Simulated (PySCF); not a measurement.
## Fractional electron number in Tc⁺ (technetium, charge +1)

The 5s alpha orbital of [Kr] 4d5 5s1 is emptied in steps (occupation f), with all orbitals relaxed, ending at [Kr] 4d5. All numbers are calculated (PySCF 2.14, the spin-free X2C one-electron Hamiltonian (Gaussian nucleus), in x2c-TZVPall). The exact energy is a straight line in f; departures are measured from the line between the end points of the same method.

```tsv
f	UHF (eV)	LDA (eV)	PBE (eV)
1	0.000	0.000	0.000
0.9	0.018	-0.307	-0.307
0.7	0.040	-0.717	-0.719
0.5	0.047	-0.852	-0.859
0.3	0.039	-0.714	-0.725
0.1	0.016	-0.305	-0.312
0	0.000	0.000	0.000
```

| method | E(f=0) − E(f=1) (eV) | −ε at f=1 (eV) | −ε at f=0.5 (eV) |
| --- | --- | --- | --- |
| UHF | 14.249 | 14.446 | 14.245 |
| LDA | 15.858 | 12.447 | 15.865 |
| PBE | 15.565 | 12.160 | 15.549 |

Orbital energy along the path (eV):

```csv
f,UHF,LDA,PBE
1,-14.446,-12.447,-12.160
0.9,-14.404,-13.128,-12.830
0.7,-14.322,-14.495,-14.182
0.5,-14.245,-15.865,-15.549
0.3,-14.172,-17.230,-16.932
0.1,-14.103,-18.575,-18.331
0,-14.070,-19.232,-19.034
```

Reference removal energy between the ground levels: 15.26 eV (semi-empirical (NIST evaluation); NIST Atomic Spectra Database, ionization energies). UHF lacks correlation.
